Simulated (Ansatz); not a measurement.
Consider the atomization: `CN[Si](Cl)(Cl)Cl` → C• + 3 Cl• + 4 H• + N• + Si•.

Program: Ansatz. Geometries: PBE0-D4/def2-TZVP. ΔE: electronic, gas phase. CCSD(T)/CBS adds triple-zeta CCSD(T) − MP2 to the extrapolated MP2 energy (def2 sets, frozen cores). This one scheme is used for every species, atoms too. For atomizations the MP2-based limit and the directly extrapolated one differ by several kJ/mol either way, and by 10 to 25 for some Ge, Se and Sn compounds, so smaller differences from it don't rank the levels. Functionals use def2-TZVPP. HSE06 is defined as in plane-wave codes. Open shells (•) are unrestricted, without spin–orbit coupling. Spin–orbit coupling would lower the free atoms: a little for C, Cl, Si. Each species was taken in one conformer, which may not be the lowest.

`CN[Si](Cl)(Cl)Cl`:

Cartesian coordinates in Å:
```
C -0.753 0.656 -1.061
N 0.413 0.458 -0.223
Si 0.566 -0.726 0.960
Cl -0.787 -0.565 2.484
Cl 2.435 -0.571 1.742
Cl 0.275 -2.574 0.157
H -0.456 0.979 -2.061
H -1.450 1.392 -0.646
H -1.290 -0.288 -1.172
H 1.048 1.239 -0.180
```

Question: What is ΔE at CCSD(T)/CBS? (An estimate is asked.)

Answer: Ansatz gave: +3592.6 kJ/mol.

Question: What do these levels give: PBE-D4, BLYP-D4, r2SCANh-D4, HSE06-D4, B2PLYP, r2SCAN, r2SCANh, r2SCAN0, MP2/def2-SVP, MP2/def2-TZVPP, HF/def2-QZVPP, CCSD/CBS(def2)? (Estimate.)

Answer: The calculation gave: PBE-D4 3657.3, BLYP-D4 3553.6, r2SCANh-D4 3579.7, HSE06-D4 3606.4, B2PLYP 3527.2, r2SCAN 3592.4, r2SCANh 3570.5, r2SCAN0 3539.0, MP2/def2-SVP 3376.8, MP2/def2-TZVPP 3569.2, HF/def2-QZVPP 2598.1, CCSD/CBS(def2) 3529.5 kJ/mol.

Largest T1 diagnostic among the species: 0.012.

From BLYP to BHLYP (50 % exact exchange), in def2-TZVPP and without D4, ΔE moves by −45.9 kJ/mol: exact exchange takes away binding that semilocal exchange gives to molecules. Leaving LDA and LC-ωPBE aside and taking each functional with its dispersion term where it has one, the values, not all of them listed here, spread over 178.3 kJ/mol, from BHLYP-D4 to PBE-D4. LDA lies +487.0 kJ/mol from PBE without D4, its usual overbinding.
